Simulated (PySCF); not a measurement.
Cartesian coordinates in Å; atom numbers follow the order of the lines, from 1:
```xyz
14

C    -0.393    1.436    0.225
C    -0.270    0.048   -0.368
C    -1.015   -1.047    0.366
S     1.474   -0.402   -0.574
O     1.568   -1.759   -1.071
O     2.181    0.689   -1.211
Cl    2.109   -0.445    1.438
H     0.197    2.166   -0.345
H    -1.449    1.742    0.203
H    -0.051    1.445    1.271
H    -0.559    0.060   -1.435
H    -0.688   -1.106    1.415
H    -0.856   -2.024   -0.109
H    -2.091   -0.820    0.352
```

Geometry: PBE0-D3(BJ)/def2-SVP; GIAO shifts from PySCF 2.14, gas phase, non-relativistic, averaged over equivalent atoms.

At PBE0/pcSseg-0 (85 basis functions, 9.1 s wall time on 1 thread of an Intel Xeon Platinum 8488C, shared host):
```tsv
atoms	δ (ppm)
C2	80.5
C1/C3	19.1
S4	430.7
O5/O6	383.9
Cl7	569.9
H11	3.54
H8/H9/H10/H12/H13/H14	1.88
```

References, each an isolated molecule treated in the same way: 13C (σref 193.52), 1H (σref 32.83) against TMS; CS2 for 33S (σref 515.45); H2O for 17O (σref 337.86); 35Cl (σref 952.40) against HCl.

**Question.** Predict the values at PBE0/def2-SVP on the same geometry.

**Answer.** 
```json
{"atoms": "C2", "δ at PBE0/def2-SVP": "69.8", "change": "-10.7"}
{"atoms": "C1/C3", "δ at PBE0/def2-SVP": "15.9", "change": "-3.2"}
{"atoms": "S4", "δ at PBE0/def2-SVP": "380.9", "change": "-49.8"}
{"atoms": "O5/O6", "δ at PBE0/def2-SVP": "302.9", "change": "-81.0"}
{"atoms": "Cl7", "δ at PBE0/def2-SVP": "497.0", "change": "-72.9"}
{"atoms": "H11", "δ at PBE0/def2-SVP": "2.97", "change": "-0.57"}
{"atoms": "H8/H9/H10/H12/H13/H14", "δ at PBE0/def2-SVP": "1.33", "change": "-0.55"}
```

Referencing at the same level of theory: TMS for 13C (σ = 193.72 ppm) and 1H (σ = 31.34 ppm); 33S (σ = 567.50 ppm) vs CS2; 17O (σ = 343.04 ppm) against H2O; HCl for 35Cl (σ = 968.34 ppm).

The largest change is at O5/O6 (S=O oxygen). Cost: 141 basis functions, 17 s wall time on 1 thread of an Intel Xeon Platinum 8488C, shared host.

Unscaled 17O shifts of doubly bonded oxygen tend to come out too high, by tens of ppm or more. Experimental scales use liquid or dissolved standards, which lie at an offset from isolated H2O (liquid H2O: subtract about 36 ppm).
